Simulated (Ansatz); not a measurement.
Pulling the pair apart

The pair of Cl⁻ (SMILES [Cl-], atom 1) and Cl2 (SMILES ClCl, atoms 2–3), both closed shells, in one local arrangement (a lower one may exist), relaxed at PBE0-D4/def2-TZVPD:

```
3
angstrom
Cl 0.3560 -0.0349 -2.2655
Cl -0.0000 0.0000 0.0002
Cl -0.3560 0.0350 2.2653
```

Cl2 is shifted rigidly along the line between the mean atom positions of the two fragments (negative: closer). Counterpoise interaction energies in kcal/mol. Program: Ansatz 0.2.0. Basis: def2-TZVPPD. Cores are frozen in the correlated methods. B3LYP uses VWN-RPA correlation.

| shift (Å) | PBE0-D4 | B3LYP-D4 | HF |
| --- | --- | --- | --- |
| -0.23 | -39.65 | -33.56 | -21.15 |
| -0.11 | -43.75 | -39.06 | -24.67 |
| 0.00 | -44.86 | -41.38 | -25.60 |
| 0.11 | -44.10 | -41.63 | -25.05 |
| 0.28 | -41.26 | -39.93 | -23.00 |
| 0.57 | -34.09 | -34.13 | -18.06 |
| 1.15 | -22.32 | -23.40 | -10.41 |
| 2.29 | -12.27 | -13.77 | -3.93 |

(1) What does CCSD(T) give at these shifts? (An estimate is asked for; the value comes from the calculation.)

T1 diagnostic: at most 0.021. The restricted Hartree–Fock reference is unstable towards an unrestricted one here.

Answers

(1) By the calculation: -25.59, -30.81, -32.88, -32.91, -30.89, -24.58, -13.55, -4.27 kcal/mol. For zero shift, CCSD(T) at an estimated basis limit (MP2 extrapolated from triple and quadruple zeta, plus CCSD(T) − MP2 in triple zeta) gives -36.70 kcal/mol. These are counterpoise interaction energies, counted from the two frozen fragments.

For scale, one of the runs: CCSD(T)/def2-TZVPPD, 153 basis functions, launched by `ansatz run in.yaml --threads 2 --pin off --events-out ev --progress --plain --max-ram 5222MiB`. The run took 8 s on 2 CPU threads of an Arm Neoverse V2 (shared host), with 0.67 GiB of host memory at its peak.
